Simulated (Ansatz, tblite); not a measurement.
Spin states of Ga2O3⁻ (the lowest doublet isomer of a short search), each relaxed with PBE0-D4/def2-SVPD in Ansatz. Electronic energies in the gas phase.

The xTB rows come from tblite. Correlated methods freeze 21 core orbitals; core or outer-core shells of Ga are correlated, in sets that lack core-valence functions. The rows differ in basis, and correlated rows in double-zeta sets carry the largest basis error. HOMO above LUMO, or a gap near zero within one spin, warns that the state may not be the lowest or that an electron is smeared out. The structure comes from a short search, and lower isomers may exist.

Doublet geometry (C2v within 0.1 Å):

```
atom    x (Å)    y (Å)    z (Å)
 Ga1   0.3996   0.3301  -0.5098
 Ga2  -1.0321  -0.8527   1.3164
  O3   1.3349   1.1033  -1.7025
  O4  -1.1320   0.7853   0.5324
  O5   0.4296  -1.3659   0.3634
```

Quartet geometry:

```xyz
5

Ga    0.782   -0.250   -0.481
Ga   -0.674    0.636    1.477
O    -0.069   -0.835   -2.091
O    -0.235   -1.053    0.958
O     0.197    1.502    0.137
```

⟨S²⟩: doublet 0.76 at PBE0-D4/def2-TZVPD (pure 0.75), quartet 3.76 at PBE0-D4/def2-TZVPD (pure 3.75).

Run but left out: HF/STO-3G (doublet: ⟨S²⟩ 2.44, where a pure state has 0.75).

Only these spin states were relaxed.

```json
{"level": "HF/def2-TZVPD", "quartet − doublet (kJ/mol)": "54.2", "lowest of these": "doublet", "remarks": "–"}
{"level": "PBE-D4/def2-TZVPD", "quartet − doublet (kJ/mol)": "234.8", "lowest of these": "doublet", "remarks": "HOMO above zero (quartet), gap within one spin near zero (doublet)"}
{"level": "r2SCAN-D4/def2-TZVPD", "quartet − doublet (kJ/mol)": "209.0", "lowest of these": "doublet", "remarks": "HOMO above zero (quartet)"}
{"level": "MP2/def2-TZVPD", "quartet − doublet (kJ/mol)": "275.5", "lowest of these": "doublet", "remarks": "–"}
```

(1) Estimate the rows for GFN2-xTB, HF/def2-SVPD, PBE0-D4/def2-TZVPD, MP2/def2-SVPD.

Results:

(1) 
```tsv
level	quartet − doublet (kJ/mol)	lowest of these
GFN2-xTB	339.2	doublet
HF/def2-SVPD	57.2	doublet
PBE0-D4/def2-TZVPD	207.5	doublet
MP2/def2-SVPD	264.2	doublet
```

The xTB methods have no term that favours high spin, so they put low spin too low.
